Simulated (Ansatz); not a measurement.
Process, species as SMILES: C[SiH2]O[SiH3] -> C[SiH2][O] + [SiH3] (SiH3) (the O-Si bond at the site shown breaks; other sites are not compared here)
Each molecule is optimised on its own at B3LYP-D3(BJ)/def2-TZVP (Ansatz, a quantum-chemistry and plane-wave program), one conformer each, not searched for the lowest.

Quantity: bond dissociation energy (electronic energy difference), in kcal/mol. Correlated levels leave the core frozen unless marked. UHF or UKS for open shells. Spin-orbit coupling is left out. Non-relativistic unless marked X2C. CBS(X,Y): correlation extrapolated as X^-3; Hartree-Fock from the larger set.

| level | program | bond dissociation energy (kcal/mol) |
|---|---|---|
| HF/6-31G | Ansatz | 86.1 |

**Question.** Estimate the value at CCSD(T)/CBS(cc-pV(T+d)Z,cc-pV(Q+d)Z) as computed with Ansatz.

**Answer.** 134.6 kcal/mol
